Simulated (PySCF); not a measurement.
ITl, charge +1, doublet, at a GFN2-xTB geometry (such geometries of metal compounds can be far from the true shape) (a state made from the parent by changing its charge; the spin is typed, not shown lowest) (core potentials on I, Tl); PySCF with CASSCF(7,7)/def2-SVP.

Here is a job for PySCF.
```python
from pyscf import gto, scf, mcscf
import numpy

mol = gto.Mole()
mol.atom = '''
    Tl   -0.000000   -0.000000   -1.397280
    I     0.000000    0.000000    2.135466
'''
mol.basis = 'def2-svp'
mol.ecp = {'I': 'def2-svp', 'Tl': 'def2-svp'}
mol.charge = 1
mol.spin = 1
mol.verbose = 4
mol.build()

mf = scf.ROHF(mol)
mf.kernel()
mc = mcscf.CASSCF(mf, 7, 7)
mc.fix_spin_(ss=0.75)
mc.kernel()
occ = numpy.linalg.eigvalsh(mc.fcisolver.make_rdm1(mc.ci, mc.ncas, mc.nelecas))[::-1]
ss = mc.fcisolver.spin_square(mc.ci, mc.ncas, mc.nelecas)[0]
print('natural occupations', occ.round(4), ' <S^2>', round(ss, 4))
```

It wrote (shortened):

```
PySCF version 2.14.0

[INPUT] verbose = 4
[INPUT] num. atoms = 2
[INPUT] num. electrons = 45
[INPUT] charge = 1
[INPUT] spin (= nelec alpha-beta = 2S) = 1
[INPUT] symmetry False subgroup None
[INPUT] Mole.unit = angstrom
[INPUT] Symbol           X                Y                Z      unit          X                Y                Z       unit  Magmom
[...]
nuclear repulsion = 78.6408181434499
number of shells = 20
number of NR pGTOs = 122
number of NR cGTOs = 52
basis = def2-svp
ecp = {'I': 'def2-svp', 'Tl': 'def2-svp'}

******** <class 'pyscf.scf.rohf.ROHF'> ********
method = ROHF
initial guess = minao
damping factor = 0
level_shift factor = 0
DIIS = <class 'pyscf.scf.diis.CDIIS'>
diis_start_cycle = 1
diis_space = 8
diis_damp = 0
SCF conv_tol = 1e-09
SCF conv_tol_grad = None
SCF max_cycles = 50
direct_scf = True
direct_scf_tol = 1e-13
num. doubly occ = 22  num. singly occ = 1
Set gradient conv threshold to 3.16228e-05
init E= -413.617958267989
[...]
cycle= 1 E= -466.709286056972  delta_E= -53.1  |g|= 2.25  |ddm|= 9.96
[...]
cycle= 2 E= -464.178335128001  delta_E= 2.53  |g|= 2.13  |ddm|= 4.19

WARN: HOMO 0.130825290855633 >= LUMO -0.390990159644543

cycle= 3 E= -465.983122592747  delta_E= -1.8  |g|= 1.14  |ddm|= 3.71

WARN: HOMO -0.236920773774711 >= LUMO -0.419190373771815

cycle= 4 E= -467.541904020584  delta_E= -1.56  |g|= 0.588  |ddm|= 2.83
[...]
cycle= 5 E= -467.975205399064  delta_E= -0.433  |g|= 0.0893  |ddm|= 1.12
[...]
cycle= 6 E= -467.982432300678  delta_E= -0.00723  |g|= 0.0384  |ddm|= 0.183
[...]
cycle= 7 E= -467.983381324348  delta_E= -0.000949  |g|= 0.0172  |ddm|= 0.0694
[...]
cycle= 8 E= -467.983569097925  delta_E= -0.000188  |g|= 0.00856  |ddm|= 0.0208
[...]
cycle= 9 E= -467.983628149448  delta_E= -5.91e-05  |g|= 0.00166  |ddm|= 0.017
[...]
cycle= 10 E= -467.983630532463  delta_E= -2.38e-06  |g|= 0.000146  |ddm|= 0.00446
[...]
cycle= 11 E= -467.983630548  delta_E= -1.55e-08  |g|= 8.1e-05  |ddm|= 0.000424
[...]
cycle= 12 E= -467.983630552032  delta_E= -4.03e-09  |g|= 1.44e-05  |ddm|= 0.000135
[...]
cycle= 13 E= -467.983630552178  delta_E= -1.46e-10  |g|= 2.71e-06  |ddm|= 3.55e-05
[...]
Extra cycle  E= -467.983630552185  delta_E= -6.59e-12  |g|= 1.07e-06  |ddm|= 6.6e-06
converged SCF energy = -467.983630552185

******** <class 'pyscf.mcscf.mc1step.CASSCF'> ********
CAS (4e+3e, 7o), ncore = 19, nvir = 26
max_cycle_macro = 50
max_cycle_micro = 4
conv_tol = 1e-07
conv_tol_grad = None
orbital rotation max_stepsize = 0.02
[...]
CASCI E = -467.994169212184  S^2 = 0.7500000
[...]
               |grad[o]|=0.000164  |grad[c]|=0.00151  |ddm|=0.000151  |maxRot[o]|=0.0211
macro iter  41 ( 15 JK    4 micro), CASSCF E = -468.013140926272  dE = -7.66268067e-06  S^2 = 0.7500000
               |grad[o]|=0.000168  |grad[c]|=0.0136  |ddm|=0.000717  |maxRot[o]|=0.0865
macro iter  42 ( 17 JK    4 micro), CASSCF E = -468.013151158613  dE = -1.02323411e-05  S^2 = 0.7500000
               |grad[o]|=0.00102  |grad[c]|=0.0043  |ddm|=0.000157  |maxRot[o]|=0.0358
macro iter  43 ( 16 JK    4 micro), CASSCF E = -468.013106226645  dE =  4.49319684e-05  S^2 = 0.7500000
               |grad[o]|=0.000556  |grad[c]|=0.0037  |ddm|=0.000423  |maxRot[o]|=0.0396
macro iter  44 ( 17 JK    4 micro), CASSCF E = -468.013140900778  dE = -3.46741329e-05  S^2 = 0.7500000
               |grad[o]|=0.00133  |grad[c]|=0.00203  |ddm|=0.00023  |maxRot[o]|=0.0335
macro iter  45 ( 18 JK    4 micro), CASSCF E = -468.013139057476  dE =  1.84330179e-06  S^2 = 0.7500000
               |grad[o]|=0.000767  |grad[c]|=0.000859  |ddm|=0.000117  |maxRot[o]|=0.0149
macro iter  46 ( 11 JK    2 micro), CASSCF E = -468.013145494798  dE = -6.43732193e-06  S^2 = 0.7500000
               |grad[o]|=0.000436  |grad[c]|=0.000655  |ddm|=0.000103  |maxRot[o]|=0.0157
macro iter  47 (  7 JK    2 micro), CASSCF E = -468.013150810484  dE = -5.31568577e-06  S^2 = 0.7500000
               |grad[o]|=0.000192  |grad[c]|=0.000794  |ddm|=0.00017  |maxRot[o]|=0.0235
macro iter  48 ( 16 JK    4 micro), CASSCF E = -468.013158993324  dE = -8.18284008e-06  S^2 = 0.7500000
               |grad[o]|=0.000186  |grad[c]|=0.0111  |ddm|=0.000613  |maxRot[o]|=0.0832
macro iter  49 ( 16 JK    4 micro), CASSCF E = -468.013167318415  dE = -8.32509130e-06  S^2 = 0.7500000
               |grad[o]|=0.00107  |grad[c]|=0.00226  |ddm|=8.51e-05  |maxRot[o]|=0.0139
macro iter  50 ( 13 JK    4 micro), CASSCF E = -468.013173960024  dE = -6.64160933e-06  S^2 = 0.7500000
               |grad[o]|=0.000261  |grad[c]|=0.00307  |ddm|=0.000267  |maxRot[o]|=0.0377
1-step CASSCF not converged,  50 macro (591 JK 126 micro) steps
CASSCF canonicalization
Density matrix diagonal elements [1.94352035 1.98837296 1.99699542 1.00002408 0.02409896 0.02760995
 0.01937828]
CASSCF energy = -468.013173960024
CASCI E = -468.013173960024  E(CI) = -14.8747848339912  S^2 = 0.7500000
natural occupations [1.997  1.9968 1.9351 1.     0.0276 0.0241 0.0194]  <S^2> 0.75
```

The run did not converge; its last values are not results.
